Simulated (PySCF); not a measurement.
# How the method changes the shape and vibrations of AlBClH2N

These are calculations, not measurements. The program is PySCF 2.14.0, an open-source quantum chemistry code, run on an isolated molecule that a program drew, which may never have been made. The molecule is AlBClH2N (charge 0, singlet), drawn as the SMILES string `N=[B][AlH][Cl]`.

The geometry was optimised and harmonic frequencies were computed with HF and MP2, all in the cc-pV(D+d)Z basis, for the commonest isotopes, with a restricted reference for singlets and an unrestricted one otherwise, and a frozen core in MP2. Each result is a local minimum of its method.

Geometry at the HF minimum:
```xyz
6
AlBClH2N, angstrom
N    -1.2041   -2.2731   -0.8690
B    -0.3904   -1.4247   -0.5060
Al    0.9796    0.0496    0.0991
Cl    2.6897   -0.5657    1.1770
H    -1.8495   -2.9619   -1.1549
H     0.8234    1.5796   -0.1931
```

Lengths of the bonds as drawn, in Å (atoms numbered as above):
| bond | HF | MP2 |
|---|---|---|
| N1-B2 | 1.230 | 1.262 |
| B2-Al3 | 2.102 | 2.083 |
| Al3-Cl4 | 2.113 | 2.111 |
| N1-H5 | 0.986 | 1.004 |
| Al3-H6 | 1.565 | 1.569 |

Rotational constants, in GHz:
| constant | HF | MP2 |
|---|---|---|
| A | 13.9 | 13.91 |
| B | 1.786 | 1.782 |
| C | 1.583 | 1.579 |

Harmonic frequencies in cm^-1, each column in rising order, so a row needn't be the same motion in every method:
| rank | HF | MP2 |
|---|---|---|
| 1 | 108 | 100 |
| 2 | 234 | 203 |
| 3 | 326 | 294 |
| 4 | 464 | 458 |
| 5 | 505 | 485 |
| 6 | 555 | 503 |
| 7 | 562 | 532 |
| 8 | 594 | 559 |
| 9 | 708 | ? |
| 10 | 2046 | 1860 |
| 11 | 2061 | 2012 |
| 12 | 4074 | 3846 |

**Estimate the missing MP2 frequency from the HF column.**

A single factor s that minimises the squared misfit of MP2 against s times HF over the other rows is sum(HF x MP2) / sum(HF^2) = 0.9434, with an rms misfit of 32 cm^-1. For rank 9 it gives 0.9434 x 708 = 668 cm^-1. The calculation gives 685 cm^-1, 17 cm^-1 above the estimate. The drawn bonds are on average 0.7 % longer in MP2 than in HF.
